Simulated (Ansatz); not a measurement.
```yaml
crystal:
  periodic: [false, false, false]
  atoms:
    - {symbol: C, position_ang: [-0.530110, 1.663458, -0.353222]}
    - {symbol: C, position_ang: [-0.048672, 0.524008, 0.045873]}
    - {symbol: C, position_ang: [0.439435, -0.615118, 0.430846]}
    - {symbol: Se, position_ang: [0.623813, -2.086327, -0.774461]}
    - {symbol: H, position_ang: [-1.581653, 1.902722, -0.228810]}
    - {symbol: H, position_ang: [0.103531, 2.410615, -0.820892]}
    - {symbol: H, position_ang: [0.842231, -0.753338, 1.427766]}
    - {symbol: H, position_ang: [0.243627, -3.103021, 0.217198]}
basis:
  gaussian: {orbitals: ANO-RCC-VTZP}
hamiltonian: {xc: {name: PBE0-DH}}
kpoints: {mp_grid: {grid: [2, 2, 2]}}
output: {forces: true}
```

```sh
$ ansatz run in.yaml --threads 2 --pin off --events-out ev --progress --plain --max-ram 4352MiB
```

Output, abridged:

```
Error: invalid value for `basis.gaussian`: such a run doesn't read kpoints; remove what it names
```

In this input the input holds a key that doesn't belong there. The input was rejected before any iteration.
